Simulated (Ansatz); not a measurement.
Total energies of the cluster ZrS₃⁻ from Ansatz at r2SCAN-D4/def2-TZVPD, gas phase (1 Eh = 27.2114 eV = 2625.5 kJ/mol). The reference geometry is relaxed at PBE0-D4/def2-SVPD.

| atom | x (Å) | y (Å) | z (Å) |
| --- | --- | --- | --- |
| Zr1 | -0.166 | -0.199 | 0.148 |
| S2 | 0.721 | 0.990 | 1.942 |
| S3 | 1.268 | -1.640 | -0.985 |
| S4 | -1.823 | 0.849 | -1.105 |

```
            state                      geometry  energy (Eh)
charge -1 doublet                     reference  -1241.82627
 charge 0 triplet                     reference  -1241.67435
charge -1 quartet  relaxed at PBE0-D4/def2-SVPD  -1241.75392
```

In the def2 sets Zr takes a core potential; there is no spin–orbit coupling.

Problem. Work out the vertical ionisation energy to the triplet.

Solution. E(charge 0 triplet) − E(charge -1 doublet) = -1241.67435 − (-1241.82627) = 0.15192 Eh = 4.13 eV. For comparison, −ε of the highest occupied level of the spin that leaves is 1.91 eV at this level, 2.22 eV less.

Problem. Which of the charge -1 states is lowest, and how far above it are the others?

Solution. The doublet. quartet: -1241.75392 − (-1241.82627) = 0.07235 Eh = 190.0 kJ/mol.

The structure comes from a short search, and lower isomers may exist.
